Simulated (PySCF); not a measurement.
Bi(H)2(SiH3) (BiH5Si), SMILES [SiH3][BiH2]. Atoms are numbered in the order given.

```xyz
7

Bi     0.4622     0.0296     0.0000
H      0.4718    -1.2356    -1.2767
H      0.4718    -1.2356     1.2767
Si    -2.2222    -0.0026     0.0000
H     -2.7679    -1.3788     0.0000
H     -2.7143     0.7125     1.2028
H     -2.7143     0.7125    -1.2028
```
Charge 0, spin multiplicity 1.

Geometry: B3LYP-D3(BJ)/def2-TZVP. The def2 effective core potentials stand for the cores of Bi; spin–orbit coupling is left out.

Level of theory: B3LYP-D3(BJ)/def2-TZVP in PySCF 2.14.0.

Frequencies are harmonic and unscaled.

### Question
Estimate the vibrational spectrum. (The exact figures need the calculation; the answer reports its results.)

### Answer

```
mode  ν (cm⁻¹)  IR (km/mol)  Raman (Å⁴/amu)  depolarisation  moving atoms (share of kinetic energy)
----  --------  -----------  --------------  --------------  --------------------------------------
1          113          3.2             0.0               –                                 H 100 %
2          270          1.1            33.4            0.23                 Si 78 %, Bi 13 %, H 9 %
3          368          4.2             1.0            0.75                                  H 99 %
4          385         15.7             2.1            0.13                                  H 98 %
5          568         35.2            10.1            0.74                                  H 92 %
6          587          3.5            12.2            0.75                                  H 93 %
7          763         16.7            37.8            0.75                                 H 100 %
8          866        412.3             9.1            0.20                          H 91 %, Si 9 %
9          952         44.7            12.8            0.75                                  H 97 %
10         953         40.9            13.4            0.75                                  H 97 %
11        1787        188.3           251.3            0.11                                 H 100 %
12        1794        204.0           182.7            0.75                                 H 100 %
13        2207         97.2           258.7            0.01                                  H 99 %
14        2221         98.6           116.1            0.75                                  H 96 %
15        2233         85.0           123.8            0.57                                  H 96 %
```
